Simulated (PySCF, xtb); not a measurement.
CH3OS, SMILES O=[S]C (connectivity only; charge and spin as stated), charge -1, multiplicity 1.

xtb with GFN2-xTB at its own geometry gives an orbital gap of 3.54 eV.

Geometry: B3LYP-D3(BJ)/def2-SVPD. The multiplicity is an assumed one; other spin states were not compared. The isomer is the one that the SMILES or the coordinates give; other isomers of the formula were not compared.

**Question.** What does PBE/def2-TZVPD (PySCF) give? (Estimate from the structure and the level; the computed values follow.)

**Answer.** gap 1.49 eV (levels 2.05 and 3.54 eV).
